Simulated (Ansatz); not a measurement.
## C3H9Sb (trimethylantimony): the vertical ionisation energy, rung by rung

C3H9Sb has 13 atoms, charge 0, and is taken as a singlet. As SMILES, `C[Sb](C)C`. The coordinates come from a PBE0-D4/def2-TZVP relaxation.

Each level gives the vertical ionisation energy (to the doublet cation) (eV). The values are calculated.

```json
{"level": "HF/def2-SVP (core potential)", "kind": "Hartree–Fock", "program": "Ansatz", "value (eV)": "7.54"}
{"level": "SVWN5/def2-SVP (core potential)", "kind": "LDA", "program": "Ansatz", "value (eV)": "8.42"}
{"level": "revPBE/def2-SVP (core potential)", "kind": "GGA", "program": "Ansatz", "value (eV)": "8.17"}
{"level": "r2SCAN/def2-SVP (core potential)", "kind": "meta-GGA", "program": "Ansatz", "value (eV)": "8.30"}
{"level": "B3LYP/def2-SVP (core potential)", "kind": "global hybrid", "program": "Ansatz", "value (eV)": "8.38"}
{"level": "PBE0/def2-SVP (core potential)", "kind": "global hybrid", "program": "Ansatz", "value (eV)": "8.33"}
{"level": "PBE-QIDH/def2-SVP (core potential)", "kind": "double hybrid", "program": "Ansatz", "value (eV)": "8.37"}
{"level": "CCSD/def2-SVP (core potential)", "kind": "coupled cluster or CI", "program": "Ansatz", "value (eV)": "8.18"}
```

Spin-orbit coupling, which can split open shells on such heavy atoms by tenths of an eV, is left out. The values span 7.54 to 8.42 eV. In the correlated wave-function rows the outer d shell of Sb is correlated, in sets not made for it.
